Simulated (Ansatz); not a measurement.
Species: C$_{3}$H$_{7}$N, SMILES `C=CCN` (charge 0, multiplicity 1).

Task: Give a relaxed geometry from PBE0-D3(BJ)/def2-TZVP run with Ansatz (a first-principles code).

Result: One answer among several that fit: the end point of this relaxation, one of several conformers (outside a Z-matrix the atoms follow the SMILES, hydrogens last).
Z-matrix (Å, degrees):
```
C
C 1 1.3249
H 2 1.0833 1 121.50
H 2 1.0854 3 116.86 1 180.00
H 1 1.0892 2 119.13 3 0.00
C 1 1.5003 5 115.07 2 -180.00
H 6 1.0971 1 108.39 5 56.51
H 6 1.0971 7 104.63 1 115.49
N 6 1.4460 7 108.30 8 115.34
H 9 1.0128 6 110.52 7 64.48
H 9 1.0128 10 106.89 6 -120.32
```
